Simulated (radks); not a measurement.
Removal energies from neutral lutetium, [Xe] 4f14 5d1 6s2, by Delta-SCF beside the eigenvalue of the level emptied. Calculated with a radial shooting solver on a logarithmic mesh with Libxc functionals: scalar-relativistic Kohn-Sham, PBEsol, spin-polarised, spherical densities, finite nucleus; Fermi nuclear charge, rms radius of each element as measured or else 0.836 A^(1/3) + 0.57 fm. Open shells are filled with parallel spins first.

| removed from | final configuration | Delta-SCF (eV) | -eigenvalue (eV) |
|---|---|---|---|
| 5d | [Xe] 4f14 6s2 | 5.422 | 1.978 |
| 6s | [Xe] 4f14 5d1 6s1 | 6.809 | 4.401 |
| 4f | [Xe] 4f13 5d1 6s2 | 17.286 | 9.567 |
| 5p | [Kr] 4d10 4f14 5s2 5p5 5d1 6s2 | 36.560 | 31.446 |
